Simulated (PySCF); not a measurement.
CaF, SMILES [F][Ca+], charge +1.

The structure is a stationary point at B3LYP-D3(BJ)/def2-TZVPD. The multiplicity is an assumed one; other spin states were not compared.

Two levels are set side by side: TDA-PBE/def2-TZVPD (PySCF) and TDA-B3LYP/def2-TZVPD (PySCF). Vertical, same geometry. The lowest singlet is HOMO→LUMO 100 % with PBE and HOMO−1→LUMO 99 % with the other functional; states are paired by order. Differences are taken from unrounded values.

```tsv
quantity	TDA-PBE
lowest singlet excitation (eV)	5.51
lowest triplet excitation (TDA) (eV)	5.46
```

Problem. These are the TDA-PBE values. What does TDA-B3LYP give? (The exact figures need the calculation; the answer reports its results.)

Solution. 
| quantity | TDA-B3LYP | TDA-PBE minus TDA-B3LYP |
|---|---|---|
| lowest singlet excitation (eV) | 6.10 | -0.58 |
| lowest triplet excitation (TDA) (eV) | 6.05 | -0.59 |

Functionals without exact exchange tend to place singlet excitations lower, as here. Differences between two approximate levels are no errors against the true value.

Rough cost on one machine, each run with all the roots and properties that it gave: TDA-B3LYP against TDA-PBE within a factor of 2.
